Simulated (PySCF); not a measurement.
An unknown shows these calculated signals:

1H NMR (600 MHz, computed): δ 9.22 (m, 1H), 9.14 (m, 1H), 8.11 (m, 1H), 2.95 (s, 3H), 2.74 (s, 3H).

13C{1H} NMR (computed): δ 200.7 (C), 172.3 (C), 163.9 (CH), 145.9 (C), 142.6 (CH), 142.4 (CH), 30.9 (CH3), 26.5 (CH3).

- shielding tensors at PBE0/pcSseg-1 (GIAO)
- GFN2-xTB structure
- program: PySCF
- in vacuum, one computed conformer, equivalent nuclei averaged, non-relativistic Hamiltonian

Chemical shifts δ = σref − σ; TMS for 1H (σref 31.72) and 13C (σref 186.93), all at this level.

Question: Which of these does the molecule contain: an NH or NH2 group, a nitrile, an aldehyde, a ketone?

Answer: 
- An NH or NH2 group: no.
- A nitrile: no.
- An aldehyde: no.
- A ketone: yes (δC 200.7).

The data belong to `CC(=O)c1cc(C)ccp1`, C8H9OP; they needn't prove each group on their own.

Carbon signals by region: 3 in the far downfield region (above 160 ppm), 3 in the sp2 and nitrile region (100–160 ppm), 2 below 50 ppm. Above 160 ppm: 200.7, ketone carbonyl carbon, 172.3, substituted aromatic carbon, 163.9, aromatic CH.

Splittings by 31P in the carbon and heteronuclear signals aren't shown, as no couplings were computed. Shifts are as computed. Against solution values, carbons near 30 ppm lie about +3 ppm off and those near 130 ppm about +5 ppm. Of 1211 compounds with measured shifts, 218 miss one by over three times the rms of a fit or turn the order of signals round; such compounds aren't used in these exercises. No couplings were computed; multiplicities are counted from neighbouring protons, with m where these are inequivalent, close in shift, in a saturated or five-membered ring or joined by F or P, and br s for small geminal =CH2 splittings.
